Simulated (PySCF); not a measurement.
The scaffold SiH2(OH)-X carries different groups X. Gas-phase values, no solvent. One relaxed conformer stands for each flexible species; it need not be the lowest. Strings in code marks are SMILES.

Computed with PySCF 2.14.0 with PBE-D3(BJ)/def2-TZVP // PBE0-D4/def2-TZVP. Excitations are Tamm–Dancoff values on a coarser integration grid. The basis has no diffuse functions, so Rydberg states are missing or too high.

A: X = fluoro (`O[SiH2]F` (H–O–Si–F torsion 72°))
B: X = methylsulfinyl
C: X = methylamino
D: X = hydroxy (`O[SiH2]O` (H–O–Si–O torsion -66°, O–Si–O–H torsion -66°))
E: X = boryl (`O[SiH2]B`)
F: X = selanyl (`O[SiH2][SeH]` (H–O–Si–Se torsion 47°, O–Si–Se–H torsion -98°))

Problem. Pick the species with the highest LUMO.

Solution. C (-0.21 eV); next is D (-0.35 eV).
